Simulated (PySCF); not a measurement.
# Reading the logs of faulty runs: AlBCH4O

These are calculations, not measurements. They come from PySCF 2.14.0, an open-source quantum chemistry program, on an isolated molecule that a program drew, which may never have been made. The molecule is AlBCH4O (charge 0, singlet), drawn as the SMILES string `B[CH2][Al]=[O]`.

Each row is a Hartree-Fock (HF) and frozen-core CCSD(T) single point in the cc-pV(D+d)Z basis, meant for a local HF minimum. Run 1 is clean. Each other run has one planted mistake out of seven kinds, and not every kind appears here: one electron removed, one electron added, multiplicity raised by two, geometry at a saddle point, minimal basis STO-3G, one bond length entered in bohr, all coordinates scaled. The reference is restricted for singlets and unrestricted otherwise, and also for a bond in bohr. Adding or removing an electron swaps singlet and doublet. Electrons count all cores. HOMO and LUMO are orbital energies over both spins, the gradient is its largest component, and the lowest frequency (negative if imaginary) is given only where the gradient is small. Bond lengths are over the 7 bonds as drawn. T1 is the CCSD diagnostic: over 0.02 (restricted) or 0.045 (unrestricted) a single reference is doubtful.

Geometry of the clean run:
```xyz
8
AlBCH4O, angstrom
B     0.5742    0.1004    1.1733
C    -0.9477    0.3675    1.0024
Al   -1.7744   -0.9852   -0.1282
O    -2.4930   -2.0513   -1.0350
H     1.3618    0.5530    0.3891
H     0.9714   -0.6024    2.0613
H    -1.5223    0.2995    1.9330
H    -1.1829    1.3033    0.4828
```

| run | electrons | basis functions | <S^2> | HOMO (eV) | LUMO (eV) | gradient (hartree/bohr) | lowest frequency (cm^-1) | mean bond (Å) | longest bond (Å) | T1 | HF (hartree) | CCSD(T) (hartree) | mistake |
|---|---|---|---|---|---|---|---|---|---|---|---|---|---|
| 1 | 36 | 85 | 0.000 | -10.74 | 1.30 | 2.9e-05 | 135 | 1.3810 | 1.947 | 0.0259 | -381.63797 | -382.16731 | no fault |
| 2 | 36 | 85 | 0.000 | -11.37 | 1.80 | 1.4e-01 | - | 1.2553 | 1.770 | 0.0215 | -381.55908 | -382.07071 | all coordinates scaled |
| 3 | 36 | 85 | 2.022 | -7.41 | -3.55 | 6.6e-02 | - | 1.3810 | 1.947 | 0.0352 | -381.42598 | -381.95528 | multiplicity raised by two |
| 4 | 37 | 85 | 0.786 | -0.07 | 6.32 | 1.8e-02 | - | 1.3810 | 1.947 | 0.0319 | -381.61252 | -382.16094 | one electron added |
| 5 | 36 | 28 | 0.000 | -6.37 | 6.67 | 1.9e-02 | - | 1.3810 | 1.947 | 0.0339 | -376.88850 | -377.14063 | minimal basis STO-3G |
| 6 | 36 | 85 | 0.712 | -10.71 | 0.17 | 2.0e-02 | - | 1.5203 | 2.071 | 0.0614 | -381.51278 | -382.03922 | ? |

**Which mistake was planted in run 6, and what did it cost?**

The mean bond changes by a factor of 1.101 and the longest by 1.064, so the molecule wasn't scaled as a whole. A length L in bohr read as angstrom grows by (1/0.5292 - 1) L = 0.890 L. The 7 bonds together grew by 7 x 0.1393 = 0.975 Å, which gives L = 1.096 Å. That is the length of one of the C-H bonds, 1.096 Å in the clean geometry. So the mistake is: one bond length entered in bohr. Subtracting run 1 and multiplying by 627.51 kcal/mol a hartree, the energy moved by 78.6 kcal/mol in HF and 80.4 kcal/mol in CCSD(T).

Cautions from the logs. Run 1: T1 is over the limit, so its CCSD(T) energy is less reliable; run 2: T1 is over the limit, so its CCSD(T) energy is less reliable; run 4: the added electron raises the CCSD(T) energy, so it isn't bound in this basis; run 5: T1 is over the limit, so its CCSD(T) energy is less reliable; run 6: T1 is over the limit, so its CCSD(T) energy is less reliable.
